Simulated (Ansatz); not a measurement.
`[CH3][Sc]([F])[Cl]`. The species carries charge 0 and has multiplicity 1.

Cartesian coordinates in Å:
```
C 0.3843 0.7648 -0.5571
Sc -0.3780 -0.7902 0.7274
F 0.2990 -0.8213 2.4280
Cl -1.8985 -2.2823 -0.1590
H -0.3962 1.1466 -1.2273
H 0.8083 1.6139 -0.0098
H 1.1811 0.3684 -1.2021
```

**Question.** What are the harmonic wavenumbers in cm⁻¹ at PBE0-D4/def2-TZVP (Ansatz, finite differences of forces, unscaled)? (Best estimate.)

**Answer.** The calculation gave: 15, 53, 108, 142, 385, 396, 478, 541, 708, 1162, 1414, 1417, 3004, 3078, 3103.

**Question.** Is this a minimum?

**Answer.** Yes, all 15 modes are real.

**Question.** Give the ideal-gas thermochemistry at 298.15 K and 1 bar (rigid rotor, harmonic oscillator; point group C1, symmetry number 1).

**Answer.** Zero-point energy 95.7 kJ/mol; H(298) − E = 117.0 kJ/mol; entropy 372.4 J/(mol·K), of which translation 168.0, rotation 113.9, vibration 90.6; G(298) − E = 6.0 kJ/mol. Modes under 100 cm⁻¹ are hindered rotations or soft bends, so the harmonic entropy is rough.

**Question.** And at 400, 500, 600, 800 and 1000 K?

**Answer.** 
```
T (K)  H − E (kJ/mol)  S (J/mol/K)  G − E (kJ/mol)
  400           127.1        401.4           -33.5
  500           137.7        425.1           -74.8
  600           149.0        445.7          -118.4
  800           173.0        480.1          -211.1
 1000           198.5        508.6          -310.1
```
